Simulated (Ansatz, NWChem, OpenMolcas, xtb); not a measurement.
**Ligand exchange: KCl + CH5N → KNH2 + CH3Cl**

Species: KCl, singlet; CH5N (methylamine) `CN`, singlet; KNH2 `[NH2][K]`, singlet; CH3Cl (chloromethane) `CCl`, singlet. The partners trade Cl for NH2: K–Cl and C–NH2 bonds give way to K–NH2 and C–Cl.

Shapes, held fixed at every level: PBE0-D4/def2-TZVP. Programs: Ansatz 0.2.0, NWChem 7.3.0, OpenMolcas 26.06, xtb 6.7.1. A level may come from different programs for different species; with the same settings they agree closely. The zero-point and thermal change to 298 K, harmonic and unscaled (PBE0-D4/def2-TZVP), is -11.9 kJ/mol.

```csv
level,kind,ΔH(298 K) (kJ/mol),less CCSD(T)/def2-TZVPP
GFN1-xTB,semi-empirical,+304.8,+94.5
B3LYP/6-31G* (spherical functions),global hybrid,+217.4,+7.1
B3LYP-D4/def2-TZVPP,global hybrid,+210.1,-0.2
r2SCAN0-D4/def2-TZVPP,global hybrid,+222.7,+12.4
wB97X-V/def2-TZVPP,range-separated hybrid,+216.8,+6.5
MP2/def2-SVP,perturbation theory,+233.5,+23.2
MP2/def2-TZVPP,perturbation theory,+208.3,-2.0
CCSD/def2-SVP,coupled cluster or CI,+236.1,+25.8
CCSD(T)/def2-TZVPP,coupled cluster or CI,+210.3,0.0
```

The highest level, CCSD(T)/def2-TZVPP, gives ΔH(298 K) = +210.3 kJ/mol; the levels span +208.3 to +304.8. GFN1-xTB strays far from the other rows. The column of differences is taken from that level and isn't an error. No measured value is set beside it here. Outer-core shells of K are correlated, in sets that cover them unevenly.
